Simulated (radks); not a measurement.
These are the eigenvalues of the occupied orbitals of an atom or ion with whole-number occupations (hartree). All-electron calculation, non-relativistic Kohn-Sham, LDA (Slater exchange, Perdew-Wang correlation), spin-polarised, spherical densities, point nucleus. Program: a radial shooting solver on a logarithmic mesh with Libxc functionals.

| orbital | eigenvalue |
|---|---|
| 1s | -68.64184 |
| 2s | -13.83254 |

Which element is it, and in what charge state? The configuration may be excited. Open shells, if any, are filled with parallel spins first.

Answer. Z = 13, aluminium, charge +9: Al9+ in [He] 2s2. The 1s level, -68.642 hartree, gives Z - s = 11.7 by -(Z - s)^2/2, which with screening narrows Z to a few neighbours, and with so few levels the electron count can be read from the list.
